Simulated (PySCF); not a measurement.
CH8Ge2S.
Geometry (PBE0-D3(BJ)/def2-SVP, Å), atoms numbered from 1 in this order:
```xyz
12
CH8Ge2S angstrom
C     -1.814    0.317    0.004
Ge    -0.590   -1.170    0.306
S      1.279   -0.475    1.327
Ge     2.011    0.965   -0.204
H     -1.369    1.050   -0.684
H     -2.753   -0.051   -0.436
H     -2.036    0.818    0.957
H     -0.209   -1.842   -1.028
H     -1.189   -2.205    1.274
H      1.816    0.368   -1.611
H      3.502    1.184    0.091
H      1.255    2.304   -0.110
```

The calculation used PySCF 2.14.0, PBE0-D3(BJ)/def2-SVP geometry optimisation, gas phase.

Take the most abundant isotopes and a rigid rotor. The values belong to one conformer with, in the numbering `[CH3:1][GeH2:2][S:3][GeH3:4]`, C1–Ge2–S3–Ge4 -61°.

Problem. What are A, B and C (cm⁻¹)?

Solution. Ia = 126.82, Ib = 527.38, Ic = 599.44 u·Å²; 505379 MHz·u·Å²/I gives 3985, 958.3 and 843.1 MHz, that is A = 0.13292, B = 0.03196, C = 0.02812 cm⁻¹.

Problem. Classify the top.

Solution. A near-prolate asymmetric top; Ray's κ = -0.927.

Problem. Is it planar, by Δ = Ic − Ia − Ib?

Solution. Not planar: Δ = Ic − Ia − Ib = -54.77 u·Å². For a rigid frame Δ = −2 Σ m c², so Σ m c² = 27.39 u·Å² lies off the ab plane: 9.88 from hydrogen and 17.50 from heavier atoms. The atom farthest from that plane is 1.80 Å away.

Problem. List the rotational levels J(Ka,Kc) to J = 4 (MHz).

Solution. Above 0(0,0):
J = 1: 1(0,1) 1801, 1(1,1) 4828, 1(1,0) 4943
J = 2: 2(0,2) 5401, 2(1,2) 8316, 2(1,1) 8661, 2(2,1) 17741, 2(2,0) 17744
J = 3: 3(0,3) 10792, 3(1,3) 13545, 3(1,2) 14236, 3(2,2) 23145, 3(2,1) 23161, 3(3,1) 38568, 3(3,0) 38568
J = 4: 4(0,4) 17965, 4(1,4) 20514, 4(1,3) 21665, 4(2,3) 30348, 4(2,2) 30396, 4(3,2) 45780, 4(3,1) 45780, 4(4,1) 67364, 4(4,0) 67364
The levels of one J sum to (2J + 1)J(J + 1)(A + B + C)/3.

Problem. Which lines would a microwave search look for?

Solution. The dipole components are |μa| = 0.47 D, |μb| = 1.89 D, |μc| = 0.28 D. Intensities carry the squares of the components, which stand as 0.06 : 1.00 : 0.02 (a : b : c). Some lines, for components of 0.1 D or more:

| type | branch | J(Ka,Kc) | MHz | lower level (cm⁻¹) |
| --- | --- | --- | --- | --- |
| a | Q | 3(1,2) ← 3(1,3) | 691 | 0.452 |
| a | R | 1(0,1) ← 0(0,0) | 1801 | 0.000 |
| b | R | 3(0,3) ← 2(1,2) | 2477 | 0.277 |
| c | Q | 1(1,1) ← 1(0,1) | 3027 | 0.060 |
| b | Q | 3(1,2) ← 3(0,3) | 3444 | 0.360 |
| a | R | 2(1,2) ← 1(1,1) | 3488 | 0.161 |
| a | R | 2(0,2) ← 1(0,1) | 3600 | 0.060 |
| a | R | 2(1,1) ← 1(1,0) | 3718 | 0.165 |
| c | R | 1(1,0) ← 0(0,0) | 4943 | 0.000 |
| a | R | 3(0,3) ← 2(0,2) | 5391 | 0.180 |
| a | R | 3(1,2) ← 2(1,1) | 5575 | 0.289 |
| c | R | 2(1,1) ← 1(0,1) | 6860 | 0.060 |
| c | R | 3(1,2) ← 2(0,2) | 8835 | 0.180 |
| c | Q | 3(2,2) ← 3(1,2) | 8909 | 0.475 |
| b | Q | 2(2,1) ← 2(1,2) | 9425 | 0.277 |
| b | Q | 3(2,2) ← 3(1,3) | 9600 | 0.452 |
| b | R | 2(2,1) ← 1(1,0) | 12798 | 0.165 |
| c | R | 2(2,0) ← 1(1,0) | 12801 | 0.165 |
| c | R | 2(2,1) ← 1(1,1) | 12913 | 0.161 |
| b | R | 2(2,0) ← 1(1,1) | 12916 | 0.161 |
| b | R | 3(2,2) ← 2(1,1) | 14484 | 0.289 |
| c | R | 3(2,1) ← 2(1,1) | 14500 | 0.289 |
| b | R | 3(2,1) ← 2(1,2) | 14846 | 0.277 |
| c | Q | 3(3,1) ← 3(2,1) | 15407 | 0.773 |
| b | R | 3(3,1) ← 2(2,0) | 20824 | 0.592 |
| c | R | 3(3,0) ← 2(2,0) | 20824 | 0.592 |
| b | R | 3(3,0) ← 2(2,1) | 20827 | 0.592 |

Problem. Estimate the classical rotational partition function at 25 K, 50 K and 100 K.

Solution. Point group C1, symmetry number σ = 1; q = (√π/σ)·√((kT/h)³/(ABC)), k/h = 20836.6 MHz/K: 11700 at 25 K, 33200 at 50 K, 94000 at 100 K.

No PBE0-D3(BJ)/def2-SVP frequencies stand behind this structure, so it isn't proved a minimum. Zero-point vibration and centrifugal distortion are left out. A rigid rotor knows nothing of internal rotation, which can split or shift real lines.
